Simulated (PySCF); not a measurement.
# What a mistake does to a calculation on CH6O2Si

All numbers below are calculated, not measured. They come from PySCF 2.14.0, an open-source quantum chemistry program, on an isolated molecule that a program drew, which may never have been made. The molecule is CH6O2Si (charge 0, singlet), drawn as the SMILES string `C[SiH](O)O`.

Each row is a Hartree-Fock (HF) and frozen-core CCSD(T) single point in the cc-pV(D+d)Z basis, meant for a local HF minimum. Run 1 is clean. Each other run has one planted mistake out of seven kinds, and not every kind appears here: one electron removed, one electron added, multiplicity raised by two, geometry at a saddle point, minimal basis STO-3G, one bond length entered in bohr, all coordinates scaled. The reference is restricted for singlets and unrestricted otherwise, and also for a bond in bohr. Adding or removing an electron swaps singlet and doublet. Electrons count all cores. HOMO and LUMO are orbital energies over both spins, the gradient is its largest component, and the lowest frequency (negative if imaginary) is given only where the gradient is small. Bond lengths are over the 9 bonds as drawn. T1 is the CCSD diagnostic: over 0.02 (restricted) or 0.045 (unrestricted) a single reference is doubtful.

Geometry of the clean run:
```xyz
10
CH6O2Si, angstrom
C    -0.8798   -2.4545    1.1495
Si   -0.3610   -0.8995    0.2803
O    -0.9440    0.4639    1.0043
O     1.2774   -0.8361    0.3470
H    -0.4358   -3.3303    0.6684
H    -0.5560   -2.4368    2.1933
H    -1.9673   -2.5710    1.1293
H    -0.8393   -0.8988   -1.1234
H    -1.7447    0.8475    0.6822
H     1.7039   -0.0193    0.1360
```

```
run  electrons  basis functions  <S^2>  HOMO (eV)  LUMO (eV)  gradient (hartree/bohr)  lowest frequency (cm^-1)  mean bond (Å)  longest bond (Å)      T1  HF (hartree)  CCSD(T) (hartree)                          mistake
  1         42               95  0.000     -11.70       4.84                  1.5e-05                       111         1.3111             1.855  0.0106    -480.14151         -480.81310                         no fault
  2         42               30  0.000      -8.92      13.27                  5.0e-02                         -         1.3111             1.855  0.0087    -474.22183         -474.42124             minimal basis STO-3G
  3         43               95  0.752       4.04       9.23                  8.1e-02                         -         1.3111             1.855  0.0509    -479.97621         -480.67051               one electron added
  4         42               95  0.000     -11.56       4.28                  5.8e-02                         -         1.4173             2.006  0.0126    -480.08588         -480.77655           all coordinates scaled
  5         42               95  0.921      -8.86       2.49                  3.7e-02                         -         1.4945             3.506  0.0223    -480.01334         -480.65866  one bond length entered in bohr
  6         41               95  0.779     -18.54      -9.20                  1.1e-01                         -         1.3111             1.855  0.0527    -479.75563         -480.42413                                ?
```

**Which mistake was planted in run 6, and what did it cost?**

It counts 41 electrons, one fewer than the clean run, at the same geometry and basis. So the mistake is: one electron removed. Subtracting run 1 and multiplying by 627.51 kcal/mol a hartree, the energy moved by 242.1 kcal/mol in HF and 244.1 kcal/mol in CCSD(T).

Cautions from the logs. Run 3: T1 is over the limit, so its CCSD(T) energy is less reliable and the HOMO is above zero, so the electron isn't bound and the energy depends on the basis; run 6: T1 is over the limit, so its CCSD(T) energy is less reliable.
